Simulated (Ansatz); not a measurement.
(BeO)6 prism (Be₆O₆). Charge 0, multiplicity 1. Geometry PBE-D4/def2-SVP.

```xyz
12

Be    1.136   -0.969   -0.703
O     0.365   -0.208   -1.846
Be   -1.035    0.223   -1.266
O    -1.857   -0.367   -0.060
Be   -0.840   -1.111    0.885
O     0.584   -1.708    0.573
Be    1.035   -0.223    1.266
O     1.858    0.367    0.060
Be    0.840    1.111   -0.885
O    -0.584    1.708   -0.573
Be   -1.136    0.969    0.703
O    -0.365    0.208    1.846
```

B3LYP takes the VWN-RPA correlation.

Task: Estimate the orbital energies around the gap (eV) in Ansatz with HF/STO-3G, PBE-D4/def2-SVP, B3LYP-D4/6-31G, B3LYP-D4/def2-TZVP, PBE0-D4/def2-SVP.

Result: 
```json
{"orbital": "HOMO−9", "HF/STO-3G": "-11.18", "PBE-D4/def2-SVP": "-8.83", "B3LYP-D4/6-31G": "-10.13", "B3LYP-D4/def2-TZVP": "-9.71", "PBE0-D4/def2-SVP": "-10.48"}
{"orbital": "HOMO−8", "HF/STO-3G": "-11.09", "PBE-D4/def2-SVP": "-8.63", "B3LYP-D4/6-31G": "-9.89", "B3LYP-D4/def2-TZVP": "-9.55", "PBE0-D4/def2-SVP": "-10.25"}
{"orbital": "HOMO−7", "HF/STO-3G": "-11.09", "PBE-D4/def2-SVP": "-8.63", "B3LYP-D4/6-31G": "-9.89", "B3LYP-D4/def2-TZVP": "-9.55", "PBE0-D4/def2-SVP": "-10.25"}
{"orbital": "HOMO−6", "HF/STO-3G": "-10.83", "PBE-D4/def2-SVP": "-8.35", "B3LYP-D4/6-31G": "-9.58", "B3LYP-D4/def2-TZVP": "-9.30", "PBE0-D4/def2-SVP": "-9.99"}
{"orbital": "HOMO−5", "HF/STO-3G": "-10.83", "PBE-D4/def2-SVP": "-8.35", "B3LYP-D4/6-31G": "-9.58", "B3LYP-D4/def2-TZVP": "-9.30", "PBE0-D4/def2-SVP": "-9.98"}
{"orbital": "HOMO−4", "HF/STO-3G": "-9.61", "PBE-D4/def2-SVP": "-7.64", "B3LYP-D4/6-31G": "-8.86", "B3LYP-D4/def2-TZVP": "-8.57", "PBE0-D4/def2-SVP": "-9.24"}
{"orbital": "HOMO−3", "HF/STO-3G": "-9.61", "PBE-D4/def2-SVP": "-7.63", "B3LYP-D4/6-31G": "-8.86", "B3LYP-D4/def2-TZVP": "-8.57", "PBE0-D4/def2-SVP": "-9.24"}
{"orbital": "HOMO−2", "HF/STO-3G": "-9.52", "PBE-D4/def2-SVP": "-7.38", "B3LYP-D4/6-31G": "-8.56", "B3LYP-D4/def2-TZVP": "-8.27", "PBE0-D4/def2-SVP": "-8.94"}
{"orbital": "HOMO−1", "HF/STO-3G": "-9.08", "PBE-D4/def2-SVP": "-7.27", "B3LYP-D4/6-31G": "-8.43", "B3LYP-D4/def2-TZVP": "-8.19", "PBE0-D4/def2-SVP": "-8.85"}
{"orbital": "HOMO", "HF/STO-3G": "-9.08", "PBE-D4/def2-SVP": "-7.27", "B3LYP-D4/6-31G": "-8.43", "B3LYP-D4/def2-TZVP": "-8.19", "PBE0-D4/def2-SVP": "-8.85"}
{"orbital": "LUMO", "HF/STO-3G": "4.72", "PBE-D4/def2-SVP": "-2.07", "B3LYP-D4/6-31G": "-1.40", "B3LYP-D4/def2-TZVP": "-1.53", "PBE0-D4/def2-SVP": "-1.21"}
{"orbital": "LUMO+1", "HF/STO-3G": "6.82", "PBE-D4/def2-SVP": "-1.03", "B3LYP-D4/6-31G": "-0.28", "B3LYP-D4/def2-TZVP": "-0.48", "PBE0-D4/def2-SVP": "-0.18"}
{"orbital": "LUMO+2", "HF/STO-3G": "6.82", "PBE-D4/def2-SVP": "-1.03", "B3LYP-D4/6-31G": "-0.28", "B3LYP-D4/def2-TZVP": "-0.48", "PBE0-D4/def2-SVP": "-0.18"}
{"orbital": "LUMO+3", "HF/STO-3G": "7.05", "PBE-D4/def2-SVP": "-0.77", "B3LYP-D4/6-31G": "-0.01", "B3LYP-D4/def2-TZVP": "-0.20", "PBE0-D4/def2-SVP": "0.07"}
{"orbital": "LUMO+4", "HF/STO-3G": "7.44", "PBE-D4/def2-SVP": "-0.69", "B3LYP-D4/6-31G": "-0.01", "B3LYP-D4/def2-TZVP": "-0.09", "PBE0-D4/def2-SVP": "0.17"}
{"orbital": "LUMO+5", "HF/STO-3G": "7.44", "PBE-D4/def2-SVP": "-0.69", "B3LYP-D4/6-31G": "0.00", "B3LYP-D4/def2-TZVP": "-0.08", "PBE0-D4/def2-SVP": "0.17"}
```
